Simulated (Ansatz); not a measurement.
Input file for Ansatz (a quantum-chemistry and plane-wave program): U-CCSD(T)/def2-TZVPP on HgF, 2S+1 = 2, a spin state set in the input, which need not be the lowest, a point of a bond scan (R = 2.054 Å). Elements past Kr take the def2 small-core potentials; no spin–orbit coupling.

Ansatz 0.2 input:
```yaml
crystal:
  periodic: [false, false, false]
  atoms:
    - {symbol: Hg, position_ang: [0.00000000, 0.00000000, 0.00000000]}
    - {symbol: F, position_ang: [0.00000000, 0.00000000, 2.05410300]}
basis:
  gaussian:
    orbitals: def2-TZVPP
    pivot_positions_ang: [[0.00000000, 0.00000000, 0.00000000], [0.00000000, 0.00000000, 2.05410300]]
magnetization: {spin_polarized: true, initial_magnetization: 1}
correlation: {method: ccsd_t, electrons: valence}
output: {orbitals: {seedname: ./end}}
```

Problem. What total energy does the run end on?

Solution. -252.8494 hartree (reference determinant -251.9765, T1 diagnostic 0.025).

Problem. How many basis functions does it have, and what does it roughly cost on one machine?

Solution. 90 functions; very roughly 24 core-seconds.
